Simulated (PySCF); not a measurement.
## Assigning NMR signals

Atoms are numbered as in `[NH2:1][c:2]1[cH:3][cH:4][cH:5][c:6]2[c:7]1[CH:8]=[CH:9][SiH2:10]2`. Hydrogens are named by the atom that carries them.

PySCF 2.14 calculation with geometry from PBE0-D3(BJ)/def2-SVP and NMR shieldings at PBE/pcSseg-1/GIAO; averaged over atoms made equivalent by symmetry, fast rotation or ring inversion, no relativistic terms, gas phase, one conformer.

References, each an isolated molecule treated in the same way: $^{13}$C (σref 180.03) and $^{1}$H (σref 31.20) against TMS.

Question: Assign these signals to the numbered atoms. $^{13}$C{$^{1}$H} NMR (computed): δ 151.1 (CH), 143.6 (C), 136.1 (C), 135.1 (C), 131.6 (CH), 125.9 (CH), 125.0 (CH), 118.0 (CH).

Answer: 
| δ (ppm) | atoms | environment | reason |
| --- | --- | --- | --- |
| 151.1 | C8 | alkene CH | as expected for a trigonal carbon in a double bond |
| 143.6 | C2 | aromatic carbon bearing nitrogen | σ withdrawal by the attached heteroatom moves it downfield of the ring CH carbons |
| 136.1 | C6 | substituted aromatic carbon | – |
| 135.1 | C7 | substituted aromatic carbon | – |
| 131.6 | C4 | aromatic CH | the aromatic region |
| 125.9 | C5 | aromatic CH | – |
| 125.0 | C9 | alkene CH | an sp2 carbon of a C=C bond |
| 118.0 | C3 | aromatic CH | resonance donation from the substituent shields this position |

C6 and C7; C5 and C9 lie closer than the usual error of such a calculation, so a measured spectrum could show them in the other order.

Question: Assign these signals to the numbered atoms. $^{1}$H NMR (400 MHz, computed): δ 7.52 (d, 1H), 6.96 (m, 1H), 6.95 (m, 1H), 6.39 (d, 1H), 6.10 (m, 1H), 4.93 (m, 2H), 3.33 (br s, 2H).

Answer: 
```tsv
δ (ppm)	atoms	environment	reason
7.52	H(C8)	hydrogen on an alkene CH	a vinylic proton, deshielded by the sp2 carbon and the C=C anisotropy
6.96	H(C4)	hydrogen on an aromatic CH	it sits in the deshielding region of the aromatic ring current
6.95	H(C5)	hydrogen on an aromatic CH	–
6.39	H(C3)	hydrogen on an aromatic CH	–
6.10	H(C9)	hydrogen on an alkene CH	olefinic region
4.93	H(Si10)	hydrogen on a silicon bonded to 2 C, in a 5-membered ring	–
3.33	H(N1)	hydrogen on an aniline-type nitrogen	exchangeable, gas-phase position
```

H(C4) and H(C5) lie closer than the usual error of such a calculation, so a measured spectrum could show them in the other order.

OH and NH positions are those of a molecule without intermolecular hydrogen bonds; in solution they move with solvent, concentration and temperature, and exchange usually removes their couplings. Shifts are as computed. Against solution values, carbons near 30 ppm lie about +2 ppm off and those near 130 ppm about +2 ppm. Of 1211 compounds with measured shifts, 218 miss one by over three times the rms of a fit or turn the order of signals round; such compounds aren't used in these exercises. Multiplicities follow the n + 1 count of equivalent neighbours, as no J values were calculated; m marks all less simple cases, F and P coupling included.
